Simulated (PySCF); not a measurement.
# Polarisability and C₆ of Pb⁺ (lead, charge +1)

[Xe] 4f14 5d10 6s2 6p1, 2P determinant. All numbers are calculated (PySCF 2.14, scalar relativity through the core potential, in def2-QZVPPD with the def2 core potential (60 electrons)). Coupled (time-dependent) response in atomic units; α is the mean over directions.

| method | mean α (bohr³) | α xx, yy, zz | C₆ (like pair) | S(−4) |
| --- | --- | --- | --- | --- |
| LC-wPBE | 26.92 | 23.87, 33.00, 23.87 | 234.1 | 231.9 |

S(−4) is the Cauchy moment in α(ω) = α(0) + S(−4) ω² + …

Spin-orbit coupling is absent.

α(iu) at LC-wPBE:

| u (hartree) | α(iu) (bohr³) |
| --- | --- |
| 0 | 26.92 |
| 0.0500 | 26.35 |
| 0.100 | 24.85 |
| 0.200 | 20.61 |
| 0.300 | 16.56 |
| 0.500 | 11.08 |
| 0.750 | 7.505 |
| 1.00 | 5.577 |
| 1.50 | 3.575 |
| 2.00 | 2.535 |
| 3.00 | 1.475 |
| 5.00 | 0.6701 |

For an ion, C₆ is the dispersion term alone; charge-induced terms of lower order in 1/R come first.

The components differ because the open shell of this determinant is not spherical; for a pure term their mean is the scalar polarisability.

Energies and moments cover only the electrons outside the core potential. Spin-orbit coupling, absent here, splits the open shell strongly.
